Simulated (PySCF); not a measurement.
**Radial density of Se⁺ (selenium, charge +1)**

UHF, [Ar] 3d10 4s2 4p3, high-spin 4S determinant. Calculation: PySCF 2.14, in cc-pVTZ-PP with ECP10MDF (5s4p3d1f, 39 functions); a scalar-relativistic core potential. This is the valence pseudo-density: the core potential removes the inner electrons and smooths the orbitals near the nucleus.

| r (bohr) | 4πr²ρ (e/bohr) | 4πr²(ρα − ρβ) |
| --- | --- | --- |
| 0.000597 | 2.840e-05 | 0.0000 |
| 0.00100 | 8.015e-05 | 0.0000 |
| 0.00169 | 0.0002251 | 0.0000 |
| 0.00284 | 0.0006242 | 0.0000 |
| 0.00478 | 0.001673 | 0.0000 |
| 0.00803 | 0.004144 | 0.0000 |
| 0.0135 | 0.009027 | 0.0000 |
| 0.0227 | 0.01752 | 0.0000 |
| 0.0382 | 0.03132 | 0.0000 |
| 0.0643 | 0.1043 | -0.0001 |
| 0.108 | 0.7769 | -0.0009 |
| 0.182 | 4.964 | 0.0059 |
| 0.306 | 19.96 | 0.1447 |
| 0.515 | 32.22 | 0.1944 |
| 0.866 | 11.88 | 0.1070 |
| 1.46 | 3.797 | 1.5326 |
| 2.45 | 1.715 | 1.1679 |
| 4.12 | 0.1205 | 0.0996 |
| 6.93 | 0.001811 | 0.0018 |

Energies and moments cover only the electrons outside the core potential.
